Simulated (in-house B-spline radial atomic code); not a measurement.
## TDHF excitations of the bromine ion Br⁵⁺

Method: TDHF. Computed with a B-spline radial code for spherical atoms: linear response of the closed shell [Ar] 3d10 4s2 with bare exchange (time-dependent Hartree-Fock); scalar-relativistic (spin-free one-electron X2C), finite nucleus, no spin-orbit coupling, no double excitations, S, P, D and F terms only; shells from n = 2 respond. Only terms of natural parity with L up to 3 were computed.

Command:
```bash
python run_td.py task.json out
```
Settings (radii: box in bohr, nucleus in fm):
```
Z                        35
electrons                30
configuration            [Ar] 3d10 4s2
hamiltonian              x2c
method                   hf
box_radius               16.35
rms_radius               4.1629
intervals                71
```

Cost of the run: 1.8 s on 1 thread of Arm Neoverse N1 (shared host).

The lowest states, in the order of their Tamm-Dancoff energies; the method's threshold (minus the highest occupied level) is 85.54 eV. Labels give the largest channel, * marks a mixed state, and oscillator strengths are full-response dipole values. Energies in eV:

| state | full response | Tamm-Dancoff | oscillator strength |
| --- | --- | --- | --- |
| 4s → 4p 3P | 11.362 | 11.957 | - |
| 4s → 4p 1P | 18.085 | 18.601 | 1.6 |
| 4s → 4d 3D | 36.36 | 36.39 | - |
| 4s → 4d 1D | 38.57 | 38.62 | - |
| 4s → 5s 3S | 43.20 | 43.21 | - |
| 4s → 5s 1S | 44.54 | 44.57 | - |
| 4s → 5p 3P | 49.16 | 49.18 | - |
| 4s → 5p 1P | ? | ? | ? |
| 4s → 4f 3F | 53.85 | 53.86 | - |
| 4s → 4f 1F | 54.53 | 54.54 | - |
| 4s → 5d 3D | 57.79 | 57.80 | - |
| 4s → 5d 1D | 58.29 | 58.30 | - |
| 4s → 6s 3S | ? | ? | - |
| 4s → 6s 1S | 60.92 | 60.93 | - |
| 4s → 6p 3P | 63.26 | 63.26 | - |
| 4s → 6p 1P | 63.49 | 63.50 | 0.0349 |
| 4s → 5f 3F | 65.27 | 65.28 | - |

(1) Where does 4s → 5p 1P lie?

(2) Where does 4s → 6s 3S lie?

(3) How large is the singlet-triplet splitting of 4s → 4p (P terms) in Tamm-Dancoff?

(4) What polarisabilities and dispersion coefficient does the method give?

Results:

(1) At 49.81 eV in full response, 49.85 eV in Tamm-Dancoff, oscillator strength 0.0655.

(2) At 60.49 eV in full response, 60.50 eV in Tamm-Dancoff.

(3) 6.64 eV, from the unrounded values.

(4) Dipole 3.965 bohr³, quadrupole 4.938 bohr⁵, C6 9.134 hartree·bohr⁶ for two such species.
